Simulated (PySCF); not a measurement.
F3HSSn. Atoms are numbered in the order given.

```xyz
6

F      0.8043    -1.0931     1.5150
Sn     0.0057    -0.2182     0.0000
F     -1.8585    -0.7023     0.0000
F      0.8043    -1.0931    -1.5150
S      0.1952     2.1651     0.0000
H     -1.1580     2.2644     0.0000
```
Charge 0, spin multiplicity 1.

The structure is a stationary point at B3LYP-D3(BJ)/def2-SVP. The structure was generated by enumeration; whether it is a known compound was not checked. The def2 effective core potentials stand for the cores of Sn; spin–orbit coupling is left out. Other conformers were not sampled.

Computed with PySCF with HF/def2-TZVP.

ESP charges are fitted to the potential on shells at 1.4 to 2.0 van der Waals radii. Atomic charges (e):

```
atom  Löwdin  ESP fit
----  ------  -------
F1     -0.31        …
Sn2     0.80        …
F3     -0.32        …
F4     -0.31        …
S5      0.08        …
H6      0.07        …
```

Q: Some entries are withheld; supply them. (An estimate is asked for; the answer gives what the named calculation found.)

A: 
- F1, ESP fit: -0.39
- Sn2, ESP fit: 1.23
- F3, ESP fit: -0.40
- F4, ESP fit: -0.39
- S5, ESP fit: -0.23
- H6, ESP fit: 0.17
